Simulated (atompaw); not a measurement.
## What one change does to a pseudopotential (phosphorus, PAW (atompaw))

atompaw 4.2.0.5 input, output lines left out:

```
P 15
LDA-PW scalarrelativistic loggrid 1500 logderivrange -3 5 201
3 3 0 0 0 0
3 1 3
0 0 0
c
c
v
c
v
1
1.75 1.70 1.50 1.05
y
-0.5
n
y
1.55
n
custom polynom2 7 10 vanderbiltortho sinc
bessel
1.75
1.70
1.75
1.75
```

Change: local potential vpsmatchnc scheme with l = 2 at 1 Ry, radius 1.50 bohr.

Cutoffs: the cutoffs (Ry, on a coarse ladder) from which the occupation-weighted sum of valence levels, in a spherical-Bessel basis at the reference potential, stays within 10 and 1 mRy of its value at 400 Ry; they do not see the model core or the augmentation charge, which bear on the density cutoff.

**Question.** What does the change do?

**Answer.** The potential gets neither clearly harder nor softer (12 Ry and 18 Ry → 12 Ry and 18 Ry); the range in which the s phases agree narrows (upper end at the end of the scan → 0.9); neither file shows a bound ghost.

```csv
quantity,base,changed
"cutoff, loose",12 Ry,12 Ry
"cutoff, tight",18 Ry,18 Ry
loose cutoff by channel (10 mRy a level),"s 10 Ry, p 8 Ry","s 8 Ry, p 8 Ry"
bound ghosts,none,none
s: phases at 1.76 bohr within 0.05 rad from the reference energy up to (Ry; the scan ends near 5),to the end of the scan,0.9
p: phases at 1.76 bohr within 0.05 rad from the reference energy up to (Ry; the scan ends near 5),to the end of the scan,to the end of the scan
lowest overlap eigenvalue by channel,"s 0.68, p 0.65","s 0.56, p 0.47"
```

 The cutoffs see the waves, projectors and local potential, not the compensation charge or the core.
